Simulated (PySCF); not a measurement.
Species: `C(C)(=O)/C(=C\[SiH2]C)Cl`. The columns A, B, C and D hold Mulliken, IAO, Hirshfeld and ESP-fitted charges (e) of one PBE0/pcSseg-1 density (PySCF), in a shuffled order. Coordinates in Å (GFN2-xTB); the density's dipole moment is (1.16, 0.10, 1.01) D.

```json
{"atom": "C1", "x": "-2.522", "y": "0.061", "z": "0.240", "A": "-0.707", "B": "-0.442", "C": "-0.614", "D": "-0.213"}
{"atom": "Si2", "x": "-1.389", "y": "-0.537", "z": "-1.162", "A": "+0.782", "B": "+0.662", "C": "+0.736", "D": "+0.320"}
{"atom": "C3", "x": "0.115", "y": "-1.465", "z": "-0.466", "A": "-0.368", "B": "-0.258", "C": "-0.245", "D": "-0.113"}
{"atom": "C4", "x": "1.136", "y": "-0.828", "z": "0.099", "A": "-0.066", "B": "-0.229", "C": "-0.239", "D": "0.000"}
{"atom": "Cl5", "x": "2.527", "y": "-1.662", "z": "0.736", "A": "-0.044", "B": "-0.064", "C": "-0.087", "D": "-0.017"}
{"atom": "C6", "x": "1.121", "y": "0.639", "z": "0.198", "A": "+0.376", "B": "+0.766", "C": "+0.254", "D": "+0.167"}
{"atom": "C7", "x": "2.316", "y": "1.325", "z": "0.782", "A": "-0.472", "B": "-0.549", "C": "-0.218", "D": "-0.129"}
{"atom": "O8", "x": "0.145", "y": "1.243", "z": "-0.202", "A": "-0.399", "B": "-0.501", "C": "-0.408", "D": "-0.163"}
{"atom": "H9", "x": "-2.052", "y": "0.825", "z": "0.849", "A": "+0.162", "B": "+0.114", "C": "+0.149", "D": "+0.033"}
{"atom": "H10", "x": "-3.431", "y": "0.480", "z": "-0.176", "A": "+0.158", "B": "+0.105", "C": "+0.138", "D": "+0.044"}
{"atom": "H11", "x": "-2.805", "y": "-0.763", "z": "0.888", "A": "+0.155", "B": "+0.103", "C": "+0.138", "D": "+0.041"}
{"atom": "H12", "x": "-1.035", "y": "0.422", "z": "-2.203", "A": "-0.112", "B": "-0.131", "C": "-0.063", "D": "-0.080"}
{"atom": "H13", "x": "-2.120", "y": "-1.635", "z": "-1.837", "A": "-0.162", "B": "-0.223", "C": "-0.126", "D": "-0.106"}
{"atom": "H14", "x": "0.143", "y": "-2.541", "z": "-0.537", "A": "+0.179", "B": "+0.184", "C": "+0.129", "D": "+0.056"}
{"atom": "H15", "x": "2.488", "y": "0.965", "z": "1.795", "A": "+0.174", "B": "+0.157", "C": "+0.155", "D": "+0.051"}
{"atom": "H16", "x": "3.199", "y": "1.084", "z": "0.193", "A": "+0.175", "B": "+0.155", "C": "+0.155", "D": "+0.053"}
{"atom": "H17", "x": "2.159", "y": "2.400", "z": "0.792", "A": "+0.170", "B": "+0.152", "C": "+0.146", "D": "+0.056"}
```

**Question.** Which column most likely holds the ESP-fitted charges?

**Answer.** B. Σ q r misses the density's dipole by 0.09 D (B), 0.51 D (D), 1.02 D (A), 1.80 D (C). Charges fitted to the outside potential are the only set here that is tied to the molecule's multipoles.

**Question.** And the Hirshfeld charges?

**Answer.** D. The mean sizes are 0.097 e (D), 0.235 e (C), 0.274 e (A), 0.282 e (B), and Hirshfeld charges are commonly the smallest of these schemes.

As computed, A = IAO, B = ESP-fitted, C = Mulliken, D = Hirshfeld. Hydrogens on carbon: IAO +0.15 to +0.18, ESP-fitted +0.10 to +0.18, Mulliken +0.13 to +0.15, Hirshfeld +0.03 to +0.06 e.

The Hirshfeld scheme divides the density at each point in proportion to the densities of the neutral, spherically averaged free atoms. The IAO scheme projects the occupied orbitals on a minimal set of polarised atomic orbitals and counts the electrons in each atom's part of it.

One conformer (not necessarily the lowest) at the GFN2-xTB geometry, without solvent, vibrations or thermal averaging.

Conformer computed: `[CH3:1][SiH2:2]/[CH:3]=[C:4](/[Cl:5])[C:6]([CH3:7])=[O:8]`: C1–Si2–C3–C4 -76°, C3–C4–C6–C7 -177°.
